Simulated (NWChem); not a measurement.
System: CH6ClGeN; SMILES [NH](C)[GeH2][Cl]

```xyz
10

C      1.1382     2.1258     0.2486
N      0.0423     1.5062    -0.4636
Ge    -0.6778    -0.0702     0.0611
Cl     0.7284    -1.7378    -0.1193
H      2.1290     1.6806     0.0371
H      0.9707     2.0465     1.3346
H      1.1939     3.2017     0.0144
H      0.1009     1.6284    -1.4702
H     -1.8557    -0.3906    -0.8636
H     -1.0181     0.0250     1.5518
```
Atoms are numbered in this order, from 1.

Level: PBE0/def2-SVP (NWChem), optimised geometry, unscaled harmonic frequencies. 

```tsv
frequency (cm⁻¹)	IR intensity (km/mol)
71	2.7
140	2.7
210	2.9
257	6.6
403	52.7
488	94.6
546	80.7
677	16.5
724	34.0
804	111.8
840	78.4
1096	3.7
1138	1.9
1164	82.0
1394	20.2
1446	10.1
1466	13.1
1493	6.5
2192	66.2
2204	112.3
3013	67.5
3096	27.6
3134	16.3
3617	23.0
```

| Item | Value |
|---|---|
| zero-point energy | 45.2 kcal/mol |
| thermal correction to the enthalpy at 298.15 K (with zero-point energy) | 49.8 kcal/mol |
| heat capacity Cv | 21.3 cal/(mol K) |
| entropy at 298.15 K and 1 atm (symmetry number 1) | 81.9 cal/(mol K) |
| dipole moment | 2.16 D |

Rigid rotor and harmonic oscillator; modes under 100 cm⁻¹ make the entropy uncertain.
